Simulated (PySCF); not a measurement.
C₅H₇Cl, SMILES CC(C)=C=CCl. Atoms are numbered in the order given.

```xyz
13

C     -2.1725    -0.1700    -1.2816
C     -1.4110     0.0518     0.0000
C     -2.1725    -0.1700     1.2816
C     -0.1451     0.4223     0.0000
C      1.1098     0.7910     0.0000
Cl     2.4476    -0.3520     0.0000
H     -2.5531    -1.2052    -1.3224
H     -1.5501     0.0104    -2.1680
H     -3.0521     0.4954    -1.3243
H     -1.5501     0.0104     2.1680
H     -3.0521     0.4954     1.3243
H     -2.5531    -1.2052     1.3224
H      1.4490     1.8318     0.0000
```

Coordinates come from a r2SCAN-D4/def2-SVP optimisation.

Two levels are set side by side: PBE/pcSseg-1 (PySCF) and B3LYP/pcSseg-1 (PySCF). GIAO shifts against HCl (³⁵Cl), TMS (¹H), TMS (¹³C) at the same level; non-relativistic, no solvent, atoms listed together averaged. Without spin–orbit terms, shifts of atoms bonded to Cl or Br come out too high at both levels. Differences are taken from unrounded values.

| quantity | PBE |
|---|---|
| δ(¹³C) of C1, C3 (ppm) | 26.6 |
| δ(¹³C) of C2 (ppm) | 117.6 |
| δ(¹³C) of C4 (ppm) | 214.9 |
| δ(¹³C) of C5 (ppm) | 102.0 |
| δ(³⁵Cl) of Cl6 (ppm) | 213.9 |
| δ(¹H) of H13 (ppm) | 6.43 |

Question: These are the PBE values. What does B3LYP give? (An estimate is asked for; the answer gives what the named calculation found.)

Answer: 
| quantity | B3LYP | PBE minus B3LYP |
|---|---|---|
| δ(¹³C) of C1, C3 (ppm) | 26.2 | 0.4 |
| δ(¹³C) of C2 (ppm) | 118.9 | -1.3 |
| δ(¹³C) of C4 (ppm) | 219.8 | -4.9 |
| δ(¹³C) of C5 (ppm) | 102.6 | -0.6 |
| δ(³⁵Cl) of Cl6 (ppm) | 192.1 | 21.8 |
| δ(¹H) of H13 (ppm) | 6.35 | 0.08 |

Rough cost on one machine, each run with all the roots and properties that it gave: B3LYP against PBE within a factor of 2.
